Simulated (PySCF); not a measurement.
# Excitation energy of Re by level of theory

Re [Xe] 4f14 5d5 6s2 (6S) → Re [Xe] 4f14 5d5 6s1 6p1 (8P), as a difference of total energies. All numbers are calculated (PySCF 2.14, the spin-free X2C one-electron Hamiltonian (Gaussian nucleus), in x2c-TZVPPall with one added diffuse shell each of s, p, d, f type (12s8p8d4f1g, 113 functions)). Correlated levels: valence: [Xe] 4f14 frozen. The calculations carry no spin-orbit coupling.

```csv
method,excitation energy (eV)
UHF,1.079
MP2 (valence),2.236
SCS-MP2 (valence),2.651
CCSD (valence),2.321
CCSD(T) (valence),2.425
```

Task: How much does correlation contribute at CCSD(T) (valence)?

Result: 2.425 − (1.079) = 1.346 eV, measured against UHF.

A first-order spin-orbit estimate (lowest level to lowest level, LS coupling) adds -0.273 eV.
